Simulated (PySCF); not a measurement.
Radial density of W (tungsten, neutral)

MN15, [Xe] 4f14 5d4 6s2, high-spin 5D determinant. Computed with PySCF 2.14 in aug-cc-pVDZ-PP with ECP60MDF (5s5p4d2f, 54 functions), with a scalar-relativistic core potential. This is the valence pseudo-density: the core potential removes the inner electrons and smooths the orbitals near the nucleus.

```json
{"r (bohr)": "0.136", "4πr²ρ (e/bohr)": "2.855e-05", "4πr²(ρα − ρβ)": "0.0000"}
{"r (bohr)": "0.229", "4πr²ρ (e/bohr)": "0.0001609", "4πr²(ρα − ρβ)": "0.0000"}
{"r (bohr)": "0.386", "4πr²ρ (e/bohr)": "0.03246", "4πr²(ρα − ρβ)": "0.0018"}
{"r (bohr)": "0.649", "4πr²ρ (e/bohr)": "2.831", "4πr²(ρα − ρβ)": "0.1257"}
{"r (bohr)": "1.09", "4πr²ρ (e/bohr)": "10.69", "4πr²(ρα − ρβ)": "1.5478"}
{"r (bohr)": "1.84", "4πr²ρ (e/bohr)": "4.424", "4πr²(ρα − ρβ)": "2.0740"}
{"r (bohr)": "3.09", "4πr²ρ (e/bohr)": "1.383", "4πr²(ρα − ρβ)": "0.6254"}
{"r (bohr)": "5.20", "4πr²ρ (e/bohr)": "0.1777", "4πr²(ρα − ρβ)": "0.0316"}
{"r (bohr)": "8.74", "4πr²ρ (e/bohr)": "0.002870", "4πr²(ρα − ρβ)": "-0.0009"}
```

Energies and moments cover only the electrons outside the core potential. Spin-orbit coupling, absent here, splits the open shell strongly.
